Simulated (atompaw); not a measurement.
PBEsol PAW (atompaw) dataset for rhenium (Re), scalar-relativistic all-electron reference.

```json
{
 "Element": "rhenium",
 "Generator": "atompaw 4.2.0.5",
 "Type": "PAW",
 "Functional": "PBEsol",
 "Relativity": "scalar-relativistic",
 "Frozen core": "[Xe] 4f14",
 "Valence charge": "7",
 "Reference configuration": "5d5 6s1 6p0 (charge +1)",
 "Partial waves": "6s (bound): rc 2.70 bohr; 6s channel at 0.45 Ry: rc 2.70 bohr; 6p (bound, empty): rc 2.70 bohr; 6p channel at 0.8 Ry: rc 2.70 bohr; 5d (bound): rc 2.70 bohr; 5d channel at 0.35 Ry: rc 2.25 bohr",
 "Local potential": "bessel scheme, radius 2.45 bohr",
 "Core correction": "smooth core density matched at 1.75 bohr",
 "Augmentation charge": "besselshape compensation charge, radius 2.25 bohr; PAW radius 2.70 bohr; waves and projectors: custom polynom vanderbiltortho"
}
```

All-electron outer shells of the reference configuration (PBEsol, scalar-relativistic, ld1.x):

```tsv
shell	level (eV)	outermost node (bohr)	outermost maximum (bohr)
4f	-50.12	–	0.41
5d	-12.99	0.62	1.41
6s	-12.73	1.24	2.48
6p	-6.93	1.47	3.22
```

Task: Does the generator finish with these settings?

Result: Yes, a potential is produced.

Task: Estimate the cutoffs (Ry, on a coarse ladder) from which the occupation-weighted sum of valence levels, in a spherical-Bessel basis at the reference potential, stays within 10 and 1 mRy of its value at 400 Ry.

Result: 12 Ry and 25 Ry.

Task: What does a ghost test show?

Result: No extra level below or beside the all-electron valence levels (s, p, d, f tested).

Task: Is the overlap operator S = 1 + Σ q|β⟩⟨β| positive definite (Bessel basis up to 400 Ry)?

Result: Yes: its lowest eigenvalue is 0.22 (s channel).

Task: Which valence shell sets the plane-wave cutoff?

Result: 5d: its level needs 18 Ry to come within 1 mRy, against 8 Ry for 6s.
